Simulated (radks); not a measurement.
The numbers below are computed, except where a source is named.
Ionisation of the erbium ion Er6+, [Kr] 4d10 4f10 5s2 5p4, to [Kr] 4d10 4f10 5s2 5p3 as the strength of local exchange is varied. Level of theory: scalar-relativistic Kohn-Sham, Slater X-alpha exchange (alpha = 2/3 is LDA exchange), no correlation, spin-polarised, spherical densities, point nucleus; open shells are filled with parallel spins first (spin-orbit coupling, left out, can overturn this in heavy ions) (a radial shooting solver on a logarithmic mesh with Libxc functionals).

alpha  E(Er6+) (hartree)  exchange (hartree)  IE (eV)  -e of the level emptied (eV)  <r> of it (bohr)
0.667        -13062.1456           -259.8519   106.92                   99.327 (5p)             1.333
0.698        -13074.2795           -272.1839   107.57                   99.996 (5p)             1.330
0.8          -13114.2843           -312.9189   109.73                   102.22 (5p)             1.318
0.803        -13115.4627           -314.1207   109.79                   102.28 (5p)             1.318
1.034        -13206.5243           -407.2881   114.79                   107.44 (5p)             1.293

NIST Atomic Spectra Database: 114 +/- 6 eV (theoretical). The Delta-SCF value meets it near alpha = 1.00. Open shells are spherical and high-spin; term and fine-structure splittings are not resolved. Spin-orbit splitting is averaged out at the scalar-relativistic level.
